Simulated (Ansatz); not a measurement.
Basis sets compared for diborane tri F (B₂H₃F₃). Charge 0, multiplicity 1. Geometry r2SCAN-D4/def2-SVP. Ansatz on 4 threads of Arm Neoverse V1 on a shared host; times are rough, and most runs start from earlier orbitals.

```xyz
8

B     0.343   -0.763   -0.331
F     1.647   -0.801   -0.583
F    -0.417   -1.831   -0.569
H     0.074   -0.335    0.951
B    -0.351    0.768    0.335
F     0.499    1.787    0.538
H    -1.526    0.850    0.578
H    -0.268    0.323   -0.919
```

B3LYP takes the VWN-RPA correlation.

Binding counts from free atoms (B doublet, F doublet, H doublet) in the same basis, without a counterpoise term.

```
           level  functions  energy (Eh)  HOMO (eV)  LUMO (eV)  binding per atom (eV)  wall time
       HF/STO-3G         28    -344.6775     -11.03       7.84                   3.47      0.1 s
        HF/6-31G         51    -349.4332     -14.69       3.67                   2.78     0.15 s
 PBE-D4/def2-SVP         85    -350.5463      -8.50      -0.78                   4.31     0.55 s
  B3LYP-D4/6-31G         51    -351.0868     -10.08      -0.32                   3.88      0.5 s
PBE0-D4/def2-SVP         85    -350.5604     -10.28       0.18                   4.20     0.55 s
```

Question: Estimate the rows for PBE-D4/def2-TZVP, B3LYP-D4/def2-TZVP, PBE0-D4/def2-TZVP.

Answer: 
| level | functions | energy (Eh) | HOMO (eV) | LUMO (eV) | binding per atom (eV) | wall time |
| --- | --- | --- | --- | --- | --- | --- |
| PBE-D4/def2-TZVP | 173 | -350.9668 | -8.69 | -1.00 | 4.22 | 1 s |
| B3LYP-D4/def2-TZVP | 173 | -351.3523 | -10.18 | -0.24 | 4.11 | 1.2 s |
| PBE0-D4/def2-TZVP | 173 | -350.9792 | -10.40 | 0.00 | 4.12 | 1.2 s |
